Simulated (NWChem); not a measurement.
System: CH3BrSn, singlet; SMILES [CH3][Sn][Br]

```xyz
6

Sn     0.3512     0.8949     0.0000
Br    -0.0078    -1.6336     0.0000
C     -1.7948     1.3604    -0.0004
H     -2.2596     0.9403     0.9068
H     -2.2771     0.8816    -0.8681
H     -1.9778     2.4455    -0.0325
```
Atoms are numbered in this order, from 1.

Low-valent species are run as closed-shell singlets; no triplet was tried in these runs. Coordinates come from a PBE0/def2-SVP optimisation. No frequency run checked for a minimum. def2 effective core potentials on Sn; no spin-orbit coupling.

Task: List the 4 lowest vertical singlet excitations from PBE0/def2-SVPD with def2 effective core potentials on Sn, TDA (NWChem).

Result: 
| state | energy (eV) | oscillator strength | leading excitation (squared amplitude) |
|---|---|---|---|
| S1 | 2.73 | 0.021 | HOMO → LUMO (0.98) |
| S2 | 4.06 | 0.009 | HOMO−1 → LUMO (0.99) |
| S3 | 4.45 | 0.007 | HOMO−2 → LUMO (0.83) |
| S4 | 4.69 | 0.003 | HOMO−3 → LUMO (0.99) |
